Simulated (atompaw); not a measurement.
# erbium: one change to a PAW (atompaw) potential, before and after

| Item | Value |
| --- | --- |
| Element | Er |
| Generator | atompaw 4.2.0.5 |
| Type | PAW |
| Functional | PBEsol |
| Relativity | scalar-relativistic |
| Frozen core | [Kr] 4d10 4f11 |
| Valence charge | 11 |
| Reference configuration | 5s2 5p6 5d1 6s1.75 6p0.25 |
| Partial waves | 5s (bound): rc 1.90 bohr; 6s (bound): rc 2.65 bohr; 5p (bound): rc 2.00 bohr; 6p (bound): rc 2.65 bohr; 5d (bound): rc 2.65 bohr; 5d channel at 0.8 Ry: rc 2.65 bohr |
| Local potential | bessel scheme, radius 2.10 bohr |
| Core correction | smooth core density matched at 1.75 bohr |
| Augmentation charge | gaussian compensation charge, radius 2.35 bohr; PAW radius 2.65 bohr; waves and projectors: modrrkj vanderbiltortho |

All-electron outer shells of the reference configuration (PBEsol, scalar-relativistic, ld1.x):

| shell | level (eV) | outermost node (bohr) | outermost maximum (bohr) |
| --- | --- | --- | --- |
| 4d | -172.85 | 0.25 | 0.51 |
| 5s | -56.41 | 0.60 | 1.10 |
| 5p | -30.14 | 0.65 | 1.26 |
| 4f | -9.88 | – | 0.51 |
| 6s | -4.65 | 1.49 | 3.18 |
| 5d | -2.39 | 0.73 | 1.88 |
| 6p | -1.49 | 1.81 | 4.34 |

Change: wave 5d channel at 0.8 Ry: rc 2.65 bohr becomes 5d channel at 4.44 Ry: rc 2.65 bohr.

Cutoffs: the cutoffs (Ry, on a coarse ladder) from which the occupation-weighted sum of valence levels, in a spherical-Bessel basis at the reference potential, stays within 10 and 1 mRy of its value at 400 Ry; they do not see the model core or the augmentation charge, which bear on the density cutoff.

Problem. What does the change do?

Solution. The potential gets neither clearly harder nor softer (18 Ry and 30 Ry → 18 Ry and 30 Ry); the p channel sets the loose cutoff, while the largest relative change is in d, which becomes softer; the range in which the d phases agree widens (upper end -0.2 → at the end of the scan); neither file shows a bound ghost.

| quantity | base | changed |
| --- | --- | --- |
| cutoff, loose | 18 Ry | 18 Ry |
| cutoff, tight | 30 Ry | 30 Ry |
| loose cutoff by channel (10 mRy a level) | s 10 Ry, p 15 Ry, d 10 Ry | s 10 Ry, p 15 Ry, d 8 Ry |
| bound ghosts | none | none |
| s: phases at 2.66 bohr within 0.05 rad from the reference energy up to (Ry; the scan ends near 5) | 4.8 | 4.8 |
| p: phases at 2.66 bohr within 0.05 rad from the reference energy up to (Ry; the scan ends near 5) | to the end of the scan | to the end of the scan |
| d: phases at 2.66 bohr within 0.05 rad from the reference energy up to (Ry; the scan ends near 5) | -0.2 | to the end of the scan |
| lowest overlap eigenvalue by channel | s 0.69, p 0.76, d 1.00 | s 0.69, p 0.76, d 0.69 |

 The cutoffs see the waves, projectors and local potential, not the compensation charge or the core.
